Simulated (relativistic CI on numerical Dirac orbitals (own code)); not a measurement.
**Ir⁶⁰⁺: q coefficients and field-shift factors**

Method of calculation: Dirac-Coulomb-Breit CI, orbitals from a KLI potential per configuration, derivatives by finite differences, unscaled Slater integrals, QED left out (own radial code, finite nucleus).

CI space (outside the closed core [Ne]): 3s2 3p5, 3s2 3p4 3d, 3s 3p6, 3s 3p5 3d, 3s 3p4 3d2, 3p6 3d, 3p5 3d2, 3p4 3d3. Double excitations out of closed p, d and f shells are left out; levels of such configurations are missing from the list, as are those of other unlisted configurations, and high levels can miss mixing partners.

With x = (α/α₀)² − 1 an excitation energy changes as ω = ω₀ + qx; K = 2q/ω₀ is the relative enhancement. Terms are leading LS components, so labels can repeat. The field-shift factor is F = δν/δ⟨r²⟩ for the transition from the lowest level.

Lowest level 3s2 3p5 2P°_3/2.

```csv
Level,ω₀ (cm⁻¹),q (cm⁻¹),F (GHz/fm²)
3s2 3p4 3d 4D_3/2,1977053,140900,13.2
3s2 3p4 3d 4D_5/2,2031690,153500,15.2
3s2 3p4 3d 4P_1/2,2039367,154700,-7.67
3s2 3p4 3d 2F_7/2,2060457,129100,17.1
3s2 3p4 3d 2D_3/2,2239476,155100,15.8
3s2 3p4 3d 2F_7/2,2756719,918800,37.7
3s2 3p4 3d 4F_9/2,2777680,909400,43.5
3s2 3p4 3d 2P_1/2,2839274,958600,-55.6
3s2 3p4 3d 2D_5/2,3029522,934100,35.8
3s2 3p4 3d 2P_3/2,3094483,948000,37.6
3s2 3p4 3d 2D_5/2,3135204,952400,26.4
3s2 3p5 2P°_1/2,3402956,4.234e+06,-727
3s 3p6 2S_1/2,5043270,4.576e+06,-7820
```

At this charge energies of transitions that change n are usually good to better than 1 %, and those within a shell (Δn = 0) to a few per cent.

(1) Which transition from the lowest level has the largest |K|?

## Answers

(1) 3s2 3p5 2P°_1/2 at 3402956 cm⁻¹, K = 2.49.
